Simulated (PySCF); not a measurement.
C₄H₁₀N, SMILES C(NC[CH2])C, multiplicity 2. Atoms are numbered in the order given.

```xyz
15

C     -2.1786     0.3764     0.4336
C     -1.3081    -0.7342    -0.0562
N     -0.0070    -0.3393    -0.5831
C      0.9631     0.0963     0.4084
C      2.2835     0.4769    -0.2493
H     -1.7419     1.2813     0.8656
H     -3.2643     0.2572     0.4871
H     -1.8487    -1.3070    -0.8336
H     -1.1222    -1.4734     0.7535
H     -0.1324     0.3877    -1.2882
H      1.1263    -0.7427     1.1090
H      0.6097     0.9462     1.0359
H      3.0366     0.7564     0.5037
H      2.1547     1.3392    -0.9257
H      2.6724    -0.3628    -0.8457
```
Charge 0, spin multiplicity 2.

The structure is a stationary point at B3LYP-D3(BJ)/def2-SVP. The isomer is the one that the SMILES or the coordinates give; other isomers of the formula were not compared. One conformer was computed; it need not be the lowest.

Two levels are set side by side: PBE/pcH-1 (PySCF) and PBE0/pcH-1 (PySCF). Contact hyperfine couplings, same geometry. Differences are taken from unrounded values.

```tsv
quantity	PBE0
A(iso) of 13C, atom C1 (MHz)	101.9
A(iso) of 13C, atom C2 (MHz)	-38.2
A(iso) of 14N, atom N3 (MHz)	0.9
A(iso) of 13C, atom C4 (MHz)	-1.0
A(iso) of 13C, atom C5 (MHz)	1.0
A(iso) of 1H, atom H6 (MHz)	-67.4
A(iso) of 1H, atom H7 (MHz)	-69.6
A(iso) of 1H, atom H8 (MHz)	57.9
A(iso) of 1H, atom H9 (MHz)	130.1
A(iso) of 1H, atom H10 (MHz)	-3.2
A(iso) of 1H, atom H11 (MHz)	0.9
A(iso) of 1H, atom H12 (MHz)	3.9
A(iso) of 1H, atom H13 (MHz)	0.3
A(iso) of 1H, atom H14 (MHz)	0.3
A(iso) of 1H, atom H15 (MHz)	0.0
```

What does PBE give, and how far is it from PBE0? (Estimate from the structure and the level; the computed values follow.)


```
quantity                        PBE  PBE minus PBE0
----------------------------  -----  --------------
A(iso) of 13C, atom C1 (MHz)   86.5           -15.5
A(iso) of 13C, atom C2 (MHz)  -32.1             6.1
A(iso) of 14N, atom N3 (MHz)    0.0            -0.9
A(iso) of 13C, atom C4 (MHz)   -0.6             0.5
A(iso) of 13C, atom C5 (MHz)    1.5             0.5
A(iso) of 1H, atom H6 (MHz)   -57.0            10.4
A(iso) of 1H, atom H7 (MHz)   -59.3            10.3
A(iso) of 1H, atom H8 (MHz)    63.7             5.8
A(iso) of 1H, atom H9 (MHz)   131.0             0.8
A(iso) of 1H, atom H10 (MHz)   -3.3            -0.1
A(iso) of 1H, atom H11 (MHz)    1.6             0.7
A(iso) of 1H, atom H12 (MHz)    6.7             2.8
A(iso) of 1H, atom H13 (MHz)    0.3             0.1
A(iso) of 1H, atom H14 (MHz)    0.4             0.1
A(iso) of 1H, atom H15 (MHz)    0.0             0.0
```

Rough cost on one machine, each run with all the roots and properties that it gave: PBE0 against PBE within a factor of 2.
